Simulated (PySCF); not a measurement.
Input of a run (PBE0-D3(BJ)/def2-SVP geometry optimisation, gas phase (PySCF 2.14.0)), started from a GFN2-xTB structure with every atom displaced at random (by about 0.01 Å):
```
{"job": {"xc": "PBE0", "basis": "def2-SVP", "d3": "d3bj", "grid": 1, "shake": 0.01, "kind": "geom"}, "charge": 0, "multiplicity": 1}
Si    -2.214480     0.632250     0.071030
Si    -0.635380    -0.965960     0.481380
Si     1.339730    -0.692430    -0.727260
B      2.487400     0.672120     0.157400
Cl     1.995140     2.302300     0.032190
H     -3.418180     0.138560    -0.628970
H     -2.721460     1.296300     1.288260
H     -1.681180     1.734970    -0.781390
H     -1.171860    -2.304480     0.277010
H     -0.314440    -0.980800     1.934040
H      2.032220    -1.985740    -0.887570
H      0.966180    -0.321140    -2.081620
H      3.342150     0.457180     0.855170
```

Output (energies in Eh, forces in Eh/bohr):
```
step   0  E = -1357.35133157  max force = 0.037241
step   1  E = -1357.36167278  max force = 0.007128
step   2  E = -1357.36206524  max force = 0.001585
step   3  E = -1357.36217260  max force = 0.002333
step   4  E = -1357.36222528  max force = 0.001052
step   5  E = -1357.36224339  max force = 0.000339
step   6  E = -1357.36224869  max force = 0.000340
optimisation converged
```

Summarise the run.

The energy falls by 0.297 eV over 7 energy and gradient evaluations, the largest force component goes from 0.0372 to 3.4e-04 Eh/bohr, and the atoms move by 0.171 Å rms after alignment. The bond that changes most is B4–H13 (three-coordinate boron to B–H hydrogen), which lengthens by 0.083 Å. Bonds longer at the end by more than 0.005 Å: 11 of 12; shorter: 0. Among the angles that change most is Si2–Si3–B4, from 109.8° to 102.6°. Among the dihedrals that turn most is H9–Si2–Si3–H11, from -29° to -40°. The energy never rose by more than 1e-6 Eh on the way. The first step brought 95 % of the lowering.

What are the final bond lengths?

Si1–Si2 2.356 Å, Si2–Si3 2.358 Å, Si3–B4 2.009 Å, B4–Cl5 1.750 Å, Si1–H6 1.496 Å, Si1–H7 1.495 Å, Si1–H8 1.494 Å, Si2–H9 1.497 Å, Si2–H10 1.498 Å, Si3–H11 1.496 Å, Si3–H12 1.498 Å, B4–H13 1.208 Å. Numbering counts from 1 in the input's order; the species is `[SiH3][SiH2][SiH2]BCl`.

The run used 126 basis functions and 42 SCF cycles in all.

Not checked by PBE0-D3(BJ)/def2-SVP frequencies. The numbers are those of one conformer.
